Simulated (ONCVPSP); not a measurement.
## Ranking ONCV potentials for Nb (Z = 41)

All share these settings but for the change named:

```
Element                 : Nb
Generator               : ONCVPSP 4.0.1
Type                    : optimised norm-conserving Vanderbilt (ONCV)
Functional              : PBE
Relativity              : scalar-relativistic
Frozen core             : [Ar] 3d10
Valence charge          : 13
Reference configuration : 4s2 4p6 4d4 5s0.5 5p0.5
Partial waves           : 4s+5s: rc 1.95 bohr, ncon 5, nbas 8, qcut 6.9 1/bohr, 2 projectors; 4p+5p: rc 2.00 bohr, ncon 3, nbas 7, qcut 6.4 1/bohr, 2 projectors; 4d: rc 1.65 bohr, ncon 4, nbas 8, qcut 5.6 1/bohr, local
Local potential         : the d channel
Core correction         : Teter function, fcfact 5, rcfact 1.1
```

Cutoff: the first of the cutoffs (Ha) at which the residual kinetic energy of the hardest occupied pseudo-wave falls to 1 and 0.1 mHa per electron; the density cutoff is not measured.

The base gives 18 Ha.

Of 6 variants that were run, those that failed, showed a ghost or another fault, or gave nearly equal values are left out.

A variant can come out equal or close to the base.

Q: Rank these variants from softest to hardest (loose cutoff).
A. all radii but the core radius scaled by about 1.16 (s 2.26, p 2.32, d 1.90 bohr)
B. all radii but the core radius scaled by about 0.95 (s 1.84, p 1.90, d 1.56 bohr)
C. all radii but the core radius scaled by about 0.79 (s 1.54, p 1.58, d 1.30 bohr)

A: A (15 Ha), B (19 Ha), C (23 Ha).
